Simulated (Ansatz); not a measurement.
Ni2H3⁺, relaxed as a singlet with RKS PBE0-D4/def2-TZVP in Ansatz, starting from the GFN1-xTB geometry. Force threshold 0.02 eV/Å.

The restricted singlet is unstable: a solution with broken spin symmetry lies lower. At PBE0-D4/def2-TZVP a triplet of charge 1 lies 1.73 eV below the restricted singlet, each at its own geometry. The structure comes from a short search, and lower isomers may exist.

Start:

```xyz
5

Ni    0.483    1.220    0.528
Ni   -0.229   -0.454   -0.320
H     0.595    1.644    1.850
H    -1.295   -0.761   -1.252
H     0.446   -1.649   -0.806
```

| step | energy (eV) | largest force component (eV/Å) | SCF passes |
| --- | --- | --- | --- |
| 1 | -82109.8375 | 2.938 | 59 |
| 2 | -82110.4157 | 2.789 | 98 |
| 3 | -82111.2736 | 2.095 | 81 |
| 4 | -82111.7269 | 1.460 | 60 |
| 5 | -82112.0209 | 1.729 | 61 |
| 6 | -82112.4683 | 1.326 | 51 |
| 7 | -82112.8403 | 0.448 | 51 |
| 8 | -82113.0029 | 0.460 | 47 |
| 9 | -82113.1117 | 0.516 | 47 |
| 10 | -82113.2865 | 0.335 | 53 |
| 11 | -82113.5400 | 0.543 | 52 |
| 12 | -82113.7854 | 0.576 | 49 |
| 13 | -82113.9753 | 0.833 | 50 |
| 14 | -82114.0127 | 0.029 | 43 |
| 15 | -82114.0127 | 0.002 | 34 |

Force components are those of the run's own axes.

End:

```xyz
5

Ni    0.552    0.887   -0.480
Ni   -0.552   -0.887    0.480
H     0.045    0.474    0.929
H    -0.815    0.165   -0.632
H     0.770   -0.640   -0.298
```

Bonds formed: Ni1–H4, Ni1–H5, Ni2–H3 (atoms count from 1).

No frequencies were taken in this run, so the end may be a saddle point.

Hardware: 4 threads of Arm Neoverse V2 on a shared host. Wall time 28 s.
